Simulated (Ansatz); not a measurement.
System (SMILES): O=[P] (O-P), doublet.
Atoms: P1, O2. Bonds: P1-O2.

Basis-set convergence of the highest harmonic wavenumber at CCSD(T) with Ansatz (a program for electronic structure). Each level at its own minimum, finite differences of forces, unscaled; the reference is a large set that could be run, not a limit. All functions are spherical. Cores are frozen. Open shells are unrestricted. No added dispersion term, no relativity. Reference: the value in cc-pV(Q+d)Z, 1236 cm⁻¹, itself unsure by roughly 12 cm⁻¹ (its mean distance from aug-cc-pV(T+d)Z, def2-TZVPPD). Deviations are taken from unrounded values.

```json
[
 {"basis": "def2-TZVP", "functions": "68", "highest harmonic wavenumber (cm⁻¹)": "1227", "minus reference (cm⁻¹)": "-9"},
 {"basis": "cc-pV(T+d)Z", "functions": "69", "highest harmonic wavenumber (cm⁻¹)": "1233", "minus reference (cm⁻¹)": "-3"},
 {"basis": "def2-TZVPP", "functions": "73", "highest harmonic wavenumber (cm⁻¹)": "1228", "minus reference (cm⁻¹)": "-8"},
 {"basis": "6-311++G(3df,3pd)", "functions": "86", "highest harmonic wavenumber (cm⁻¹)": "1225", "minus reference (cm⁻¹)": "-11"},
 {"basis": "jun-cc-pV(T+d)Z", "functions": "87", "highest harmonic wavenumber (cm⁻¹)": "1226", "minus reference (cm⁻¹)": "-10"},
 {"basis": "def2-TZVPPD", "functions": "88", "highest harmonic wavenumber (cm⁻¹)": "1224", "minus reference (cm⁻¹)": "-12"},
 {"basis": "aug-cc-pV(T+d)Z", "functions": "101", "highest harmonic wavenumber (cm⁻¹)": "1224", "minus reference (cm⁻¹)": "-12"},
 {"basis": "cc-pV(Q+d)Z", "functions": "119", "highest harmonic wavenumber (cm⁻¹)": "1236", "minus reference (cm⁻¹)": "0"}
]
```

The smallest set listed that lies within 50 cm⁻¹ of the reference with all its larger relatives (same family, alike in diffuse functions; a set with none counts only in the reference's own line) is def2-TZVP (68 functions, -9 cm⁻¹ off). Inside, with no larger relative to test it: 6-311++G(3df,3pd), def2-TZVPPD.
